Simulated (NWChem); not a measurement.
All runs are NWChem calculations. System: triflic acid (CHF$_{3}$O$_{3}$S), charge 0, spin multiplicity 1, at a geometry optimised with PBE/def2-SVP. Level: MP2/def2-SVP, 12 core orbitals frozen.

Input file:

```
start mol
memory heap 200 mb stack 900 mb global 1100 mb
geometry units angstroms nocenter noautoz noautosym
  O      1.493757    -0.475308    -1.091904
  S      0.808062     0.309782     0.187365
  O      1.261630    -0.319746     1.434023
  O      0.885983     1.737699    -0.102162
  C     -0.988925    -0.230357    -0.080915
  F     -1.731923     0.249237     0.917343
  F     -1.436781     0.236219    -1.245212
  F     -1.042988    -1.569854    -0.080003
  H      1.778839    -1.355959    -0.761170
end
basis spherical
  * library def2-svp
end
scf
  rhf
  nopen 0
  maxiter 100
  thresh 1e-7
  semidirect memsize 60000000 filesize 0
end
mp2
  freeze core 12
end
task mp2 energy
```

Part of the output:

```
             Northwest Computational Chemistry Package (NWChem) 7.3.0
             --------------------------------------------------------

                                NWChem Input Module
                                -------------------

 Scaling coordinates for geometry "geometry" by  1.889725989
 (inverse scale =  0.529177249)

                             Geometry "geometry" -> ""
                             -------------------------

 Output coordinates in angstroms (scale by  1.889725989 to convert to a.u.)

  No.       Tag          Charge          X              Y              Z
 ---- ---------------- ---------- -------------- -------------- --------------
    1 O                    8.0000     1.49375700    -0.47530800    -1.09190400
    2 S                   16.0000     0.80806200     0.30978200     0.18736500
    3 O                    8.0000     1.26163000    -0.31974600     1.43402300
    4 O                    8.0000     0.88598300     1.73769900    -0.10216200
    5 C                    6.0000    -0.98892500    -0.23035700    -0.08091500
    6 F                    9.0000    -1.73192300     0.24923700     0.91734300
    7 F                    9.0000    -1.43678100     0.23621900    -1.24521200
    8 F                    9.0000    -1.04298800    -1.56985400    -0.08000300
    9 H                    1.0000     1.77883900    -1.35595900    -0.76117000

 Effective nuclear repulsion energy (a.u.)     558.9636574102

            Nuclear Dipole moment (a.u.)
            ----------------------------
        X                 Y               Z
 ---------------- ---------------- ----------------
     0.0000245664    -0.0000207870    -0.0000226767


 Summary of "ao basis" -> "" (spherical)
 ------------------------------------------------------------------------------
       Tag                 Description            Shells   Functions and Types
 ---------------- ------------------------------  ------  ---------------------
 *                          def2-svp                  on all atoms

 Summary of "ao basis" -> "ao basis" (spherical)
 ------------------------------------------------------------------------------
       Tag                 Description            Shells   Functions and Types
 ---------------- ------------------------------  ------  ---------------------
 O                          def2-svp                 6       14   3s2p1d
 S                          def2-svp                 8       18   4s3p1d
 C                          def2-svp                 6       14   3s2p1d
 F                          def2-svp                 6       14   3s2p1d
 H                          def2-svp                 3        5   2s1p

                                 NWChem SCF Module
                                 -----------------

  ao basis        = "ao basis"
  functions       =   121
  atoms           =     9
  closed shells   =    37
  open shells     =     0
  charge          =   0.00
  wavefunction    = RHF
  use symmetry    = F
  symmetry adapt  = F

 Summary of "ao basis" -> "ao basis" (spherical)
 ------------------------------------------------------------------------------
       Tag                 Description            Shells   Functions and Types
 ---------------- ------------------------------  ------  ---------------------
 O                          def2-svp                 6       14   3s2p1d
 S                          def2-svp                 8       18   4s3p1d
 C                          def2-svp                 6       14   3s2p1d
 F                          def2-svp                 6       14   3s2p1d
 H                          def2-svp                 3        5   2s1p

 Forming initial guess at       0.0s

      Superposition of Atomic Density Guess
      -------------------------------------

 Sum of atomic energies:        -957.42240369

      Non-variational initial energy
      ------------------------------

 Total energy =    -960.021681
 1-e energy   =   -2442.076445
 2-e energy   =     923.091106
 HOMO         =      -0.338477
 LUMO         =       0.093325

 Starting SCF solution at       1.9s

 ----------------------------------------------
         Quadratically convergent ROHF

 Convergence threshold     :          1.000E-07
 Maximum no. of iterations :          100
 Final Fock-matrix accuracy:          1.000E-09
 ----------------------------------------------

              iter       energy          gnorm     gmax       time
             ----- ------------------- --------- --------- --------
                 1     -957.8225144818  2.61D+00  4.64D-01      2.1
                 2     -958.1531878400  5.11D-01  8.00D-02      2.5
                 3     -958.1751344385  4.92D-02  6.45D-03      3.1
                 4     -958.1753637241  1.54D-03  2.48D-04      3.9
                 5     -958.1753640171  9.46D-07  1.98D-07      5.3
                 6     -958.1753640171  5.02D-09  8.56D-10      6.4

       Final RHF  results
       ------------------

         Total SCF energy =   -958.175364017106
      One-electron energy =  -2437.464121471307
      Two-electron energy =    920.325100043972
 Nuclear repulsion energy =    558.963657410229

        Time for solution =      4.5s

             Final eigenvalues
             -----------------

              1
    1  -92.2604
    2  -26.3939
    3  -26.3912
    4  -26.3909
    5  -20.6728
    6  -20.6104
    7  -20.6056
    8  -11.5864
    9   -9.2597
   10   -6.9506
   11   -6.9500
   12   -6.9491
   13   -1.7670
   14   -1.6707
   15   -1.6699
   16   -1.5283
   17   -1.4093
   18   -1.3842
   19   -1.0519
   20   -0.9497
   21   -0.8841
   22   -0.8827
   23   -0.8635
   24   -0.7780
   25   -0.7669
   26   -0.7601
   27   -0.7279
   28   -0.7234
   29   -0.7180
   30   -0.7128
   31   -0.7055
   32   -0.6640
   33   -0.6083
   34   -0.5636
   35   -0.5509
   36   -0.5282
   37   -0.5172
   38    0.1374
   39    0.1728
   40    0.1943
   41    0.2188
   42    0.2275
   43    0.3484
   44    0.3622
   45    0.4077
   46    0.5028
   47    0.5728

                       ROHF Final Molecular Orbital Analysis
                       -------------------------------------

 Vector   35  Occ=2.000000D+00  E=-5.509302D-01
              MO Center=  1.0D+00,  5.6D-01,  6.2D-01, r^2= 2.3D+00
   Bfn.  Coefficient  Atom+Function         Bfn.  Coefficient  Atom+Function
  ----- ------------  ---------------      ----- ------------  ---------------
    50     -0.403046  4 O  px                36      0.382446  3 O  px
    53     -0.317136  4 O  px                39      0.306262  3 O  px
    38     -0.214792  3 O  pz                41     -0.162067  3 O  pz

 Vector   36  Occ=2.000000D+00  E=-5.282156D-01
              MO Center=  1.0D+00,  5.8D-01,  5.7D-01, r^2= 2.4D+00
   Bfn.  Coefficient  Atom+Function         Bfn.  Coefficient  Atom+Function
  ----- ------------  ---------------      ----- ------------  ---------------
    37      0.426862  3 O  py                52     -0.420628  4 O  pz
    40      0.337080  3 O  py                55     -0.324012  4 O  pz

 Vector   37  Occ=2.000000D+00  E=-5.172108D-01
              MO Center=  5.0D-01,  3.5D-01,  2.1D-01, r^2= 3.1D+00
   Bfn.  Coefficient  Atom+Function         Bfn.  Coefficient  Atom+Function
  ----- ------------  ---------------      ----- ------------  ---------------
    50      0.335281  4 O  px                36      0.313860  3 O  px
    64      0.279439  5 C  px                53      0.273011  4 O  px
    39      0.257013  3 O  px                18      0.177270  2 S  s
    62      0.174172  5 C  s

 Vector   38  Occ=0.000000D+00  E= 1.373687D-01
              MO Center=  1.6D+00, -1.2D+00, -5.7D-01, r^2= 3.2D+00
   Bfn.  Coefficient  Atom+Function         Bfn.  Coefficient  Atom+Function
  ----- ------------  ---------------      ----- ------------  ---------------
   118      1.220095  9 H  s                  3     -0.900799  1 O  s
    18      0.309622  2 S  s                 27     -0.304189  2 S  pz
     9     -0.259282  1 O  pz                 8      0.231695  1 O  py
    17      0.199524  2 S  s                  6     -0.175008  1 O  pz
     2     -0.171718  1 O  s                 49     -0.170997  4 O  s

 Vector   39  Occ=0.000000D+00  E= 1.728130D-01
              MO Center=  3.1D-01,  2.3D-01,  2.9D-01, r^2= 2.6D+00
   Bfn.  Coefficient  Atom+Function         Bfn.  Coefficient  Atom+Function
  ----- ------------  ---------------      ----- ------------  ---------------
    18      0.886630  2 S  s                 25     -0.666841  2 S  px
    63     -0.577639  5 C  s                 67     -0.532801  5 C  px
    27      0.479529  2 S  pz               118      0.383468  9 H  s
    26      0.347127  2 S  py                49     -0.338351  4 O  s
    64     -0.321063  5 C  px                35     -0.261940  3 O  s

 Vector   40  Occ=0.000000D+00  E= 1.942992D-01
              MO Center=  4.4D-01, -1.5D-01, -3.8D-02, r^2= 2.9D+00
   Bfn.  Coefficient  Atom+Function         Bfn.  Coefficient  Atom+Function
  ----- ------------  ---------------      ----- ------------  ---------------
    63      1.013055  5 C  s                 18     -0.795993  2 S  s
    26      0.697704  2 S  py                25      0.658667  2 S  px
   118      0.563200  9 H  s                 67      0.453380  5 C  px
    17     -0.370989  2 S  s                 68      0.355049  5 C  py
    27      0.348213  2 S  pz                64      0.321177  5 C  px

 center of mass
 --------------
 x =  -0.07574729 y =   0.00314047 z =   0.00430363

 moments of inertia (a.u.)
 ------------------
         741.516271801626        -112.812659246564         -40.150155096018
        -112.812659246564        1162.802832127218          -8.528476845516
         -40.150155096018          -8.528476845516        1193.816931673752

  Mulliken analysis of the total density
  --------------------------------------

    Atom       Charge   Shell Charges
 -----------   ------   -------------------------------------------------------
    1 O    8     8.46   1.99  1.08  0.73  2.81  1.85  0.01
    2 S   16    14.74   2.00  1.99  1.18  0.08  5.94  1.59  1.22  0.74
    3 O    8     8.58   1.99  1.09  0.80  2.77  1.91  0.02
    4 O    8     8.56   1.99  1.09  0.80  2.77  1.88  0.02
    5 C    6     5.12   1.99  0.92 -0.01  1.74  0.29  0.20
    6 F    9     9.26   1.99  1.13  0.80  3.33  1.99  0.01
    7 F    9     9.26   1.99  1.13  0.80  3.33  1.99  0.01
    8 F    9     9.28   1.99  1.13  0.80  3.33  2.01  0.01
    9 H    1     0.74   0.63  0.04  0.07

       Multipole analysis of the density wrt the origin
       ------------------------------------------------

     L   x y z        total         open         nuclear
     -   - - -        -----         ----         -------
     0   0 0 0     -0.000000      0.000000     74.000000

     1   1 0 0     -0.057607      0.000000      0.000025
     1   0 1 0     -1.094011      0.000000     -0.000021
     1   0 0 1     -0.396992      0.000000     -0.000023

     2   2 0 0    -36.509813      0.000000    398.919695
     2   1 1 0     -3.338588      0.000000     50.587484
     2   1 0 1     -1.554166      0.000000     17.154419
     2   0 2 0    -38.671304      0.000000    191.822269
     2   0 1 1      2.032475      0.000000      5.988423
     2   0 0 2    -41.162191      0.000000    174.409013

                   NWChem MP2 Semi-direct Energy/Gradient Module
                   ---------------------------------------------

  Basis functions       =    121
  Molecular orbitals    =    121
  Frozen core           =     12
  Frozen virtuals       =      0
  Active alpha occupied =     25
  Active beta occupied  =     25
  Active alpha virtual  =     84
  Active beta virtual   =     84
  Use MO symmetry       = F
  Use skeleton AO sym   = F

  AO/Fock/Back tols     =   1.0D-09  1.0D-09  1.0D-09

 GA uses MA = F    GA memory limited = T

 Available:
  local mem=  1.26D+08
 global mem=  1.44D+08
 local disk=  0.00D+00
  mp2_memr nvloc                    84
  nvloc new                    84
   1 passes of  25:        3145728                      83417                  49112602.
   1 passes of  25: M    126152358           G      144149918           F     123006630.

 Semi-direct pass number   1 of   1  for RHF alpha+beta  at        6.5s
  vrange nnbf                  6875
  mp2_eaftype                   187  avail_ma_in_mb                  1099
 EAF : mp2_eaftype filesize         187   24556301.
  mp2_eaf for mointskh                    187
Node 0 wrote    115.5 Mb in      0.1 s     Agg I/O rate:  1375.4 Mb/s
 Done moints_semi at       11.4s
  mp2_eaftype                   187  avail_ma_in_mb                   912
 EAF : mp2_eaftype filesize         187   24556301.
  mp2_eaf for kh                   187
 Done maket at       12.0s
 Done multipass loop at       12.0s

          -------------------------------------------
          SCF energy                -958.175364017106
          Correlation energy          -1.392530794997
          Singlet pairs               -0.809028622544
          Triplet pairs               -0.583502172452
          Total MP2 energy          -959.567894812103
          -------------------------------------------

          ---------------------------------------------------
                    Spin Component Scaled (SCS) MP2
          Same spin pairs                     -0.389001448302
          Same spin scaling factor             0.333333333333
          Opposite spin pairs                 -1.003529346695
          Opposite spin scaling fact.          1.200000000000
          SCS-MP2 correlation energy          -1.333902365468
          Total SCS-MP2 energy              -959.509266382574
          ---------------------------------------------------

 -----------------------
 Performance information
 -----------------------

 Timer overhead =  1.43D-07 seconds/call

               Nr. of calls         CPU time (s)                 Wall time (s)                GFlops
             ---------------    -------------------     ------------------------------   -------------------
Name         Min   Avg   Max    Min     Avg     Max     Min     Avg     Max   Mx/calls   Min     Max     Sum
mp2: moin     1     1     1    4.9     4.9     4.9      4.9     4.9     4.9     4.9      0.0     0.0     0.0
mp2: make     1     1     1   0.66    0.66    0.66     0.66    0.66    0.66    0.66      0.0     0.0     0.0
mp2: tota     1     1     1    5.6     5.6     5.6      5.6     5.6     5.6     5.6      0.0     0.0     0.0

 The average no. of pstat calls per process was 3.00D+00
 with a timing overhead of 4.28D-07s

 Task  times  cpu:       12.0s     wall:       12.0s

 Total times  cpu:       12.1s     wall:       12.1s
```
